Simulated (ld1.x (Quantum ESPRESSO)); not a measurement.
osmium RRKJ: all-electron and pseudo phase curves

ld1.x (Quantum ESPRESSO) 7.5 input, shortened:

```
&input
   title='Os', zed=76., rel=1, dft='PBE', iswitch=3,
   config='[Xe] 4f14 5d6.5 6s1.5 6p0'
 /
 &inputp
   pseudotype=2, tm=.false., rho0=0.01, lloc=0,
   nlcc=.true., rcore=1.85
 /
3
6P  2  1   0.00   0.00  4.00  4.00  0.0
5D  3  2   6.50   0.00  2.15  2.15  0.0
6S  1  0   1.50   0.00  2.50  2.50  0.0
 &test
   configts(1)='5d6.5 6s1.5 6p0'
 /
```

The phase is arctan(r·u′/u) with u = r·R(r), unwrapped; energies in Ry, scanned from -2 to 5 Ry. A pole is an energy at which the radial function vanishes at the test radius. The pseudo phase is shifted by a multiple of π to meet the all-electron one at the reference energy, and phase errors are pseudo minus all-electron; the curves can meet again beyond the range given. Levels narrower than the energy grid can be missing from the lists of poles.

For each channel, where are the poles, and over which energies does the pseudopotential scatter like the atom?

```
channel  radius (bohr)  reference energy (Ry)  poles, all-electron  poles, pseudo  unbroken range about the reference energy with phases within 0.05 rad  phase error 1 Ry above the reference energy (rad)
      s           4.37                  -0.42          -0.22, 2.37    -0.22, 2.23                                                              below 0.7                                             -0.017
      p           4.37                  -0.08           0.45, 3.25     0.44, 2.96                                                              below 1.3                                             -0.010
      d           4.37                  -0.40    -0.37, 1.61, 4.80    -0.37, 1.71                                                              below 0.4                                             +0.107
```

Phases in the s channel:

| E (Ry) | all-electron | pseudo |
| --- | --- | --- |
| -2.00 | 1.393 | 1.393 |
| -1.52 | 1.357 | 1.357 |
| -1.04 | 1.275 | 1.274 |
| -0.56 | 0.385 | 0.384 |
| -0.08 | -1.667 | -1.668 |
| 0.40 | -1.899 | -1.906 |
| 0.88 | -2.945 | -3.072 |
| 1.36 | -4.420 | -4.452 |
| 1.84 | -4.624 | -4.642 |
| 2.32 | -4.706 | -4.726 |
| 2.80 | -4.767 | -4.801 |
| 3.28 | -4.838 | -4.936 |
| 3.76 | -4.996 | -6.224 |
| 4.24 | -6.306 | -7.647 |
| 4.72 | -7.591 | -7.782 |
